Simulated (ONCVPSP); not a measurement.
thulium: variants of one ONCV potential

Base potential:

* Element: Tm
* Generator: ONCVPSP 4.0.1
* Type: optimised norm-conserving Vanderbilt (ONCV)
* Functional: PBE
* Relativity: scalar-relativistic
* Frozen core: [Kr] 4d10
* Valence charge: 23
* Reference configuration: 4f13 5s2 5p6 6s1.75 6p0.25
* Partial waves: 5s+6s: rc 1.75 bohr, ncon 5, nbas 9, qcut 5.8 1/bohr, 2 projectors; 5p+6p: rc 2.75 bohr, ncon 5, nbas 9, qcut 4.7 1/bohr, 2 projectors; d scattering state at 0.05 Ha: rc 2.20 bohr, ncon 4, nbas 7, qcut 5.1 1/bohr, 1 projector; 4f: rc 1.20 bohr, ncon 3, nbas 8, qcut 15.7 1/bohr, 2 projectors, debl 2.3 Ha
* Local potential: polynomial inside 0.95 bohr (lpopt 5, dvloc0 0 Ha)
* Core correction: Teter function fitted to the true core (icmod 2), fcfact 0.65

All-electron outer shells of the reference configuration (PBE, scalar-relativistic, ld1.x):

```
shell  level (eV)  outermost node (bohr)  outermost maximum (bohr)
   4d     -172.01                   0.24                      0.50
   5s      -53.79                   0.59                      1.10
   5p      -27.32                   0.63                      1.26
   6s       -4.11                   1.49                      3.29
   4f       -3.50                      –                      0.50
   6p       -1.31                   1.84                      4.67
```

Cutoffs, loose and tight: the cutoffs (Ha) at which the residual kinetic energy of the hardest occupied pseudo-wave falls to 1 and 0.1 mHa per electron. They do not see the model core or the augmentation charge, which bear on the density cutoff. Test errors are all-electron minus pseudo excitation energies from the reference, over the configurations 4f13 5s2 5p6 6s2 6p0; 4f13 5s2 5p6 6s1 6p0; 4f13 5s2 5p6 6s0 6p0; 4f13 5s2 5p6 6s0 6p1. A dash means not determined; rows that change the core or the reference have their own tests.

A true bound ghost makes a file unfit for plane-wave use even where its test errors are small: the radial tests pick states by their node count and pass the ghost by.

| change | outcome | cutoff, loose | cutoff, tight | bound ghosts | GHOST(+) flags above zero | largest test error (meV) |
| --- | --- | --- | --- | --- | --- | --- |
| base | generated | 97 Ha | 110 Ha | s | p | tests left out (the all-electron energies of this program are off by 10 to 40 meV for near-neutral 4f atoms) |
| f: rc 0.86; local potential polynomial inside 0.86 bohr (lpopt 5, dvloc0 0 Ha) | generated | 170 Ha | 633 Ha | s | p | tests left out (the all-electron energies of this program are off by 10 to 40 meV for near-neutral 4f atoms) |
| f: rc 0.94; local potential polynomial inside 0.94 bohr (lpopt 5, dvloc0 0 Ha) | generated | 116 Ha | 347 Ha | s | p | tests left out (the all-electron energies of this program are off by 10 to 40 meV for near-neutral 4f atoms) |
| f: rc 1.12 | generated | 102 Ha | 115 Ha | s | p | tests left out (the all-electron energies of this program are off by 10 to 40 meV for near-neutral 4f atoms) |
| f: rc 1.38 | generated | 85 Ha | 96 Ha | s | p | tests left out (the all-electron energies of this program are off by 10 to 40 meV for near-neutral 4f atoms) |
| f: rc 1.48 | generated | 90 Ha | 101 Ha | s | p | tests left out (the all-electron energies of this program are off by 10 to 40 meV for near-neutral 4f atoms) |
| f: rc 1.6 | generated | 98 Ha | 106 Ha | s | p | tests left out (the all-electron energies of this program are off by 10 to 40 meV for near-neutral 4f atoms) |
| f: rc 1.7 | failed: ERROR pspot: first pseudo wave function has node, program will stop | – | – | – | – | – |

Reading the sweep of the f radius (base included, trends over the rows without a ghost): Bound ghosts are found at 0.86, 0.94, 1.12, 1.2, 1.38, 1.48, 1.6 bohr. Every judged row has one, so this setting neither creates nor removes them. The generation fails at 1.7 bohr.
